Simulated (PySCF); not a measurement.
Run record: geometry optimisation, `CCO[Si@H]1C=CC=C1F`.

Computed with PBE0-D3(BJ)/def2-SVP geometry optimisation, gas phase (PySCF 2.14.0). Start geometry: GFN2-xTB. The command runs a driver script over a list of jobs; the input below is this job's line of settings and its coordinates in Å.

Command:
```bash
OMP_NUM_THREADS=1 python probes_run.py task.json out
```

Input:
```
{"job": {"xc": "PBE0", "basis": "def2-SVP", "d3": "d3bj", "grid": 1, "shake": 0.01, "kind": "geom"}, "charge": 0, "multiplicity": 1}
C      3.184510     0.427940     0.336040
C      2.041600    -0.371750    -0.293740
O      0.832920    -0.132990     0.404630
Si    -0.570730    -0.793770     0.231070
C     -1.832940     0.098120     1.324510
C     -2.818950     0.620710     0.586070
C     -2.712600     0.445580    -0.854440
C     -1.627220    -0.220500    -1.265670
F     -1.401420    -0.465390    -2.549460
H      4.094200     0.268010    -0.183990
H      2.913600     1.508410     0.282880
H      3.289910     0.183250     1.384160
H      1.880240    -0.079280    -1.351550
H      2.269980    -1.432960    -0.242320
H     -0.601020    -2.269410     0.304180
H     -1.831140     0.193420     2.415400
H     -3.656870     1.167000     0.992210
H     -3.481620     0.865560    -1.505720
```

Output:
```
step   0  E = -697.63088610  max force = 0.085724
step   1  E = -697.64321477  max force = 0.011719
step   2  E = -697.64365540  max force = 0.004233
step   3  E = -697.64370077  max force = 0.001965
step   4  E = -697.64372787  max force = 0.001334
step   5  E = -697.64374511  max force = 0.000809
step   6  E = -697.64375434  max force = 0.000432
optimisation converged
```

Energies in Eh; «max force» is the largest Cartesian gradient component in Eh/bohr.

**Question.** How much energy does the optimisation release, in kJ/mol?

**Answer.** E(step 0) − E(last step) = 0.012868 Eh, which is 33.8 kJ/mol.

In short: final energy -697.64375 Eh after 6 steps; dipole 0.43 D.

**Question.** Where do the atoms end?

**Answer.** 0.133 Å rms from the input after alignment:
```
atom  x, y, z in Å
C1     3.2095    0.4207    0.2442
C2     2.0078   -0.3225   -0.2869
O3     0.8776   -0.0032    0.4951
Si4   -0.6188   -0.6935    0.3178
C5    -1.9171    0.0592    1.4140
C6    -2.8867    0.5403    0.6056
C7    -2.7167    0.4241   -0.8615
C8    -1.5720   -0.1680   -1.2413
F9    -1.2322   -0.3697   -2.5121
H10    4.1055    0.1871   -0.3507
H11    3.0368    1.5064    0.2055
H12    3.4015    0.1426    1.2911
H13    1.8257   -0.0498   -1.3437
H14    2.1924   -1.4144   -0.2650
H15   -0.4972   -2.1830    0.3804
H16   -1.9814    0.1200    2.5013
H17   -3.7951    1.0191    0.9889
H18   -3.4711    0.7973   -1.5597
```

**Question.** Estimate the wall time. Hardware: Arm Neoverse V2, one thread, shared host. And the peak memory of the process?

**Answer.** About 2.0 min, with 0.73 GiB resident at the peak, the Python interpreter and its libraries included.
Labels such as C1 count atoms from 1, the log's own numbers from 0.
